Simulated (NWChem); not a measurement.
SiH2OF2; SMILES O[SiH](F)F

```xyz
6

Si     0.0005     0.0245    -0.3411
O      0.0063     1.5586     0.2133
F      1.2749    -0.7903     0.2112
F     -1.2816    -0.7792     0.2096
H      0.0021     0.0473    -1.8080
H     -0.0013     1.7227     1.1612
```
Atoms are numbered in this order, from 1.

Results from NWChem. All runs use the structure optimised with PBE0/def2-SVP. Level: PBE0/def2-SVP with SMD (1 M gas to 1 M solution), gas-phase geometry. Reactions with the solvent are ignored.

For solvent n-hexane:

| Item | Result |
|---|---|
| solvation free energy (kcal/mol) | -2.3 |
| cavity-dispersion-structure term (kcal/mol) | -0.3 |
| dipole in solution (D) | 1.30 |

Question: What are these values for solvent water?

Answer: 
* **solvation free energy (kcal/mol)**: -4.1
* **cavity-dispersion-structure term (kcal/mol)**: 2.8
* **dipole in solution (D)**: 1.41
